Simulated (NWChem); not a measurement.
C$_{2}$H$_{7}$OS cation; SMILES CS(C)=[OH+]

Problem. Give the equilibrium geometry at PBE0/def2-SVP (NWChem) as an XYZ file, with the point group.

Solution. point group Cs; any orientation.
```
11

C     -0.7744    -0.2825    -1.3949
S      0.0513     0.4547     0.0000
C     -0.7744    -0.2825     1.3949
O      1.4379    -0.3809     0.0000
H     -0.2376     0.0460    -2.2958
H     -1.8029     0.1095    -1.4131
H     -0.7603    -1.3772    -1.2969
H     -0.7603    -1.3772     1.2969
H     -0.2376     0.0460     2.2958
H     -1.8029     0.1095     1.4131
H      2.1959     0.2310     0.0000
```
